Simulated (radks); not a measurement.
Results of a calculation; reference values are marked as such.
All-electron atom: F in [He] 2s2 2p4.5 3d0.5 (fractional occupations, a model configuration). Level of theory: scalar-relativistic Kohn-Sham, LDA (Slater exchange, Perdew-Wang correlation), spin-polarised, spherical densities, finite nucleus; open shells are filled with parallel spins first; Fermi nuclear charge, rms radius 2.8976 fm (a radial shooting solver on a logarithmic mesh with Libxc functionals). Some entries of the table are withheld. Estimate them.

| orbital | occ. | eigenvalue (hartree) | <r^2> (bohr^2) | <r> (bohr) |
|---|---|---|---|---|
| 1s up | 1 | -24.55031 | 0.04248 | 0.1774 |
| 1s down | 1 | -24.50153 | 0.04233 | 0.1771 |
| 2s up | 1 | -1.39979 | 1.169 | 0.9823 |
| 2s down | 1 | -1.30400 | 1.213 | 0.9989 |
| 2p up | 3 | -0.71905 | 1.358 | 1.021 |
| 2p down | 1.5 | -0.62348 | 1.488 | 1.063 |
| 3s up | 0 | -0.08025 | (1) | 5.109 |
| 3s down | 0 | -0.07413 | (2) | 5.267 |
| 3p up | 0 | -0.03644 | 119.7 | (3) |
| 3p down | 0 | -0.03215 | 125.0 | (4) |
| 3d up | 0.5 | -0.01728 | 280.1 | 15.94 |
| 3d down | 0 | -0.01397 | 308.9 | 16.71 |
| 4f up | 0 | -0.00509 | (5) | 20.99 |
| 4f down | 0 | -0.00300 | (6) | 22.57 |

Answer. 
(1) 3s up <r^2> (bohr^2): 31.90
(2) 3s down <r^2> (bohr^2): 33.79
(3) 3p up <r> (bohr): 10.07
(4) 3p down <r> (bohr): 10.27
(5) 4f up <r^2> (bohr^2): 480.6
(6) 4f down <r^2> (bohr^2): 559.1
